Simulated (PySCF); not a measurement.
**How methods differ on the interval between two levels of Sc²⁺**

Sc²⁺ [Ar] 3d1 [2D5/2, M_J = 5/2] → Sc²⁺ [Ar] 4p1 [2P3/2, M_J = 3/2], as a difference of total energies. Computed with PySCF 2.14 in x2c-TZVPall-2c (6s7p4d1f, 54 functions), with the two-component X2C-1e Hamiltonian. Correlated levels: [Ne] frozen. "Screened" scales the spin-orbit matrix elements by Boettger's factors to mimic the two-electron term; Breit and QED terms are absent.

| method | interval between two levels (cm⁻¹) |
| --- | --- |
| GHF (spin-free) | 58173 |
| GMP2 (spin-free) | 56037 |
| GHF (screened spin-orbit) | 58241 |
| GMP2 (screened spin-orbit) | 56115 |
